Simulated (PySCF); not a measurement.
Cartesian coordinates in Å; atom numbers follow the order of the lines, from 1:
```xyz
14

C     2.6179    0.4158    0.3056
C     1.6814   -0.1132   -0.2196
C     0.5055   -0.6836   -0.8289
S    -0.4376    0.5929   -1.7678
C    -1.1912    1.2260   -0.2421
C    -1.1747    0.1216    0.7904
O    -1.6103    0.2230    1.8980
C    -0.5209   -1.1363    0.2111
F     0.0321   -1.9121    1.1904
H     3.4614    0.8467    0.7562
H     0.7739   -1.4771   -1.5280
H    -2.2104    1.5532   -0.4465
H    -0.6191    2.0799    0.1283
H    -1.3088   -1.7371   -0.2691
```

Geometry: GFN2-xTB; GIAO absolute shieldings from PySCF, gas phase, non-relativistic, averaged over equivalent atoms.

At PBE0/pcSseg-1 (185 basis functions, 57 s wall time on 1 thread of an Arm Neoverse N1, shared host):
```
atoms  σ (ppm)
   C6    -22.0
   C8     89.3
   C1    102.9
   C2    103.6
   C3    148.9
   C5    151.0
   S4    511.5
   O7   -343.1
   F9    386.4
  H14    26.45
  H11    27.80
  H13    27.96
  H12    28.57
  H10    29.70
```

Task: What do these become at PBE0/IGLO-II?

Result: 
```
atoms  σ at PBE0/IGLO-II  change
   C6              -18.9    +3.1
   C8               91.9    +2.6
   C1              107.3    +4.4
   C2              106.6    +3.0
   C3              150.7    +1.8
   C5              153.8    +2.8
   S4              510.9    -0.6
   O7             -327.5   +15.6
   F9              384.9    -1.5
  H14              26.85   +0.40
  H11              28.27   +0.47
  H13              28.43   +0.47
  H12              29.03   +0.46
  H10              30.33   +0.63
```

The largest change is at O7 (ketone oxygen). Cost: 241 basis functions, 34 s wall time on 1 thread of an Intel Xeon Platinum 8488C, shared host. The order of the carbon signals changes between the two levels.
